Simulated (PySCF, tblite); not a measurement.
Species: C₇H₁₀OS.
SMILES with atom numbers: `[CH3:1][CH:2]([CH3:3])[O:4][c:5]1[cH:6][cH:7][s:8][cH:9]1` (hydrogens: H10, H11, H12 on C1; H13 on C2; H14, H15, H16 on C3; H17 on C6; H18 on C7; H19 on C9)

Structure used (GFN2-xTB), in Å, numbered top down from 1:
```xyz
19
C7H10OS angstrom
C     -1.3035    0.7081    1.1696
C     -1.1821    0.0501   -0.2048
C     -2.3147    0.4851   -1.1281
O      0.0235    0.4367   -0.8528
C      1.2012   -0.0600   -0.3964
C      1.4045   -1.1193    0.5331
C      2.7202   -1.3797    0.7371
S      3.7418   -0.3582   -0.1874
C      2.3820    0.4451   -0.8617
H     -0.4639    0.4345    1.8048
H     -1.3108    1.7897    1.0578
H     -2.2252    0.3942    1.6521
H     -1.2068   -1.0447   -0.0974
H     -2.2865    1.5634   -1.2613
H     -2.2031    0.0136   -2.1008
H     -3.2728    0.2015   -0.7024
H      0.6189   -1.6662    1.0222
H      3.1528   -2.1203    1.3791
H      2.5148    1.2358   -1.5703
```

Level of theory: PBE0/pcSseg-1 in PySCF (dipole) on a GFN2-xTB geometry, gas phase.

Masses are those of the commonest isotopes; rigid-rotor values at the optimised geometry. The values belong to one conformer with, in the numbering `[CH3:1][CH:2]([CH3:3])[O:4][c:5]1[cH:6][cH:7][s:8][cH:9]1`, C1–C2–O4–C5 72°, C2–O4–C5–C6 12°.

(1) What are A, B and C (MHz)?

(2) What kind of rotor is it?

(3) Is it planar, by Δ = Ic − Ia − Ib?

(4) Give the other two planar moments, Paa and Pbb, and the rms extents of the mass along the axes.

(5) Where do the levels up to J = 4 lie, in K?

(6) Which lines would a microwave search look for?

(7) Estimate the classical rotational partition function at 100 K, 200 K and 500 K.

Results:

(1) Ia = 128.65, Ib = 695.90, Ic = 758.41 u·Å²; 505379 MHz·u·Å²/I gives A = 3928, B = 726.2, C = 666.4 MHz.

(2) A near-prolate asymmetric top; Ray's κ = -0.963.

(3) Not planar: Δ = Ic − Ia − Ib = -66.13 u·Å². For a rigid frame Δ = −2 Σ m c², so Σ m c² = 33.07 u·Å² lies off the ab plane: 10.89 from hydrogen and 22.18 from heavier atoms. The atom farthest from that plane is 1.86 Å away.

(4) Paa = Σ m a² = (Ib + Ic − Ia)/2 = 662.83 and Pbb = Σ m b² = (Ia + Ic − Ib)/2 = 95.58 u·Å². With the mass M = 142.05 u, the rms extents √(P/M) along a, b and c are 2.16, 0.82, 0.48 Å.

(5) Above 0(0,0), as E/k:
J = 1: 1(0,1) 0.067, 1(1,1) 0.221, 1(1,0) 0.223
J = 2: 2(0,2) 0.200, 2(1,2) 0.351, 2(1,1) 0.360, 2(2,1) 0.821, 2(2,0) 0.821
J = 3: 3(0,3) 0.401, 3(1,3) 0.547, 3(1,2) 0.565, 3(2,2) 1.021, 3(2,1) 1.022, 3(3,1) 1.797, 3(3,0) 1.797
J = 4: 4(0,4) 0.668, 4(1,4) 0.809, 4(1,3) 0.838, 4(2,3) 1.289, 4(2,2) 1.289, 4(3,2) 2.065, 4(3,1) 2.065, 4(4,1) 3.150, 4(4,0) 3.150
The levels of one J sum to (2J + 1)J(J + 1)(A + B + C)/3.

(6) The dipole components are |μa| = 1.32 D, |μb| = 1.44 D, |μc| = 0.28 D. Intensities carry the squares of the components, which stand as 0.84 : 1.00 : 0.04 (a : b : c). Some lines, for components of 0.1 D or more:

```tsv
type	branch	J(Ka,Kc)	MHz	lower level (cm⁻¹)
a	R	1(0,1) ← 0(0,0)	1393	0.000
a	R	2(1,2) ← 1(1,1)	2725	0.153
a	R	2(0,2) ← 1(0,1)	2784	0.046
a	R	2(1,1) ← 1(1,0)	2845	0.155
c	Q	2(1,2) ← 2(0,2)	3143	0.139
c	Q	1(1,1) ← 1(0,1)	3202	0.046
b	Q	1(1,0) ← 1(0,1)	3262	0.046
b	Q	2(1,1) ← 2(0,2)	3323	0.139
b	R	1(1,1) ← 0(0,0)	4595	0.000
c	R	1(1,0) ← 0(0,0)	4655	0.000
b	R	2(1,2) ← 1(0,1)	5928	0.046
c	R	2(1,1) ← 1(0,1)	6107	0.046
c	Q	2(2,1) ← 2(1,1)	9607	0.250
b	Q	2(2,0) ← 2(1,1)	9607	0.250
b	Q	2(2,1) ← 2(1,2)	9786	0.244
b	R	2(2,1) ← 1(1,0)	12452	0.155
c	R	2(2,0) ← 1(1,0)	12452	0.155
c	R	2(2,1) ← 1(1,1)	12512	0.153
b	R	2(2,0) ← 1(1,1)	12512	0.153
```

(7) Point group C1, symmetry number σ = 1; q = (√π/σ)·√((kT/h)³/(ABC)), k/h = 20836.6 MHz/K: 122000 at 100 K, 346000 at 200 K, 1370000 at 500 K.

Its GFN2-xTB frequencies are all real (lowest 40 cm⁻¹). Zero-point vibration and centrifugal distortion are left out. A rigid rotor knows nothing of internal rotation, which can split or shift real lines.
